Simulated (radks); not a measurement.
Problem. These are the eigenvalues of the occupied orbitals of an atom or ion with whole-number occupations (eV). All-electron calculation, Dirac Kohn-Sham, PBEsol, spin-unpolarised, spherical densities, finite nucleus; Fermi nuclear charge, rms radius of each element as measured or else 0.836 A^(1/3) + 0.57 fm. Program: a radial shooting solver on a logarithmic mesh with Libxc functionals.

1s1/2: -17805.03
2s1/2: -2466.768
2p1/2: -2258.554
2p3/2: -2172.784
3s1/2: -404.0082
3p1/2: -326.5095
3p3/2: -312.8473
3d3/2: -176.0800
3d5/2: -173.5832
4s1/2: -54.4303
4p1/2: -33.6326
4p3/2: -31.8497
5s1/2: -4.4643
4d3/2: -3.6901
4d5/2: -3.5611

Which element is it, and in what charge state? The configuration may be excited. Open shells, if any, are shared by 2j + 1.

Solution. Z = 40, zirconium, charge 0: Zr in [Kr] 4d2 5s2. The list shows which subshells hold electrons but not how many an open one holds; the 1s level, -654.32 hartree, gives Z - s = 36.2 by -(Z - s)^2/2, which with screening and relativity narrows Z to a few neighbours, and the depths of the outer levels then fix element, charge and occupations together.
